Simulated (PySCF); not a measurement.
**Sc: ionisation energy**

Sc [Ar] 3d1 4s2 (2D) → Sc⁺ [Ar] 3d1 4s1 (3D), as a difference of total energies. Computed with PySCF 2.14 in 6-31G*, with no relativity, point nucleus. Correlated levels: valence: [Ar] frozen. The calculations carry no spin-orbit coupling.

| method | ionisation energy (eV) |
| --- | --- |
| UHF | 5.356 |
| PBE | 6.417 |
| PBE0 | 6.316 |
| MP2 (valence) | 5.881 |
| SCS-MP2 (valence) | 5.987 |

Question: How much does correlation contribute at MP2 (valence)?

Answer: 5.881 − (5.356) = 0.525 eV, measured against UHF.

These non-relativistic numbers lack the scalar-relativistic shift.

Errors of the correlated levels include the incompleteness of this basis and the frozen core.

MP2 underrates the near-degeneracy of ns² with np² in the lower species.

For comparison: 6.562 eV (measured; NIST levels, between the centres of gravity of the two terms).
